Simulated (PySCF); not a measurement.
Worked example: dipole moment from atomic charges

1,1-dichloro-2,2-difluoroethane (C2H2Cl2F2), SMILES FC(F)C(Cl)Cl. Atoms are numbered in the order given.

```xyz
8

F     -1.4804    -1.3376     0.8243
C     -1.1308    -0.0893     0.4676
F     -1.6291     0.1654    -0.7467
C      0.3908     0.0164     0.4689
Cl     1.0973    -1.0771    -0.7219
Cl     0.8565     1.7028     0.1944
H     -1.5563     0.6273     1.1930
H      0.7680    -0.2772     1.4568
```

Coordinates come from a PBE0-D3(BJ)/def2-SVP optimisation. The values are those of a single conformer.

Charges (e) from r2SCAN/def2-TZVP (PySCF):

| atom | Mulliken | IAO |
|---|---|---|
| F1 | -0.188 | -0.292 |
| C2 | 0.292 | 0.459 |
| F3 | -0.181 | -0.283 |
| C4 | 0.058 | -0.140 |
| Cl5 | -0.092 | -0.035 |
| Cl6 | -0.102 | -0.050 |
| H7 | 0.076 | 0.148 |
| H8 | 0.137 | 0.192 |

The dipole moment of the full density is 2.00 D.

What dipole moment does each set of point charges give, and which comes closer to that of the density?


μ = Σ q r, and 1 e Å = 4.8032 D.
Mulliken: Σ q r = (0.064, 0.132, 0.481) e Å, |μ| = 2.41 D.
IAO: Σ q r = (0.155, 0.293, 0.591) e Å, |μ| = 3.26 D.
Mulliken comes closer in size. Point charges leave out the atoms' own dipoles (lone pairs, polarised bonds); fits to the potential absorb them, partitions of the density don't.
